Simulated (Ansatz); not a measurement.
`C[S][Sn]([F])([S]C)[S]C` → 3 C• + F• + 9 H• + 3 S• + Sn•  (atomization)

Program: Ansatz. Geometries: PBE0-D4/def2-TZVP. ΔE: electronic, gas phase. CBS: MP2 limit from def2 TZ/QZ plus the TZ coupled-cluster correction, frozen cores. This one scheme is used for every species, atoms too. For atomizations the MP2-based limit and the directly extrapolated one differ by several kJ/mol either way, and by 10 to 25 for some Ge, Se and Sn compounds, so smaller differences from it don't rank the levels. Functionals use def2-TZVPP. B3LYP here is the variant with VWN-RPA as its local correlation; programs differ in this. No spin–orbit coupling; open shells (•) take unrestricted orbitals. Spin–orbit coupling would lower the free atoms: a little for C, F, S; strongly for Sn. def2 core potentials past Kr. Bonds to Sn are less sure, by a few kJ/mol each and by 10 to 20 or more in all where they break to atoms, as the def2 sets lack core-valence functions. One conformer a species, not always the lowest.

```csv
level,ΔE (kJ/mol)
B3LYP,5876.1
HF/def2-SVP,4267.3
```

(1) What does CCSD(T)/CBS give? (Best estimate.)

Largest T1 diagnostic among the species: 0.013.

Results:

(1) Ansatz gave: +6013.8 kJ/mol. The listed levels differ from it by -137.7, -1746.5 kJ/mol.

From PBE to PBE0 (25 % exact exchange), in def2-TZVPP and without D4, ΔE moves by −99.7 kJ/mol: exact exchange takes away binding that semilocal exchange gives to molecules. At CCSD(T), def2-SVP lies −431.0 kJ/mol from the extrapolated value and def2-TZVPP −192.8 kJ/mol: correlation converges slowly with the basis, and small sets miss more of it in the bonded molecule than in its fragments. The D4 term adds +89.3 kJ/mol with B3LYP and +48.6 kJ/mol with PBE0; it sums over pairs of atoms, weighted by their polarisabilities, and B3LYP, whose exchange is more repulsive, gets the larger term.
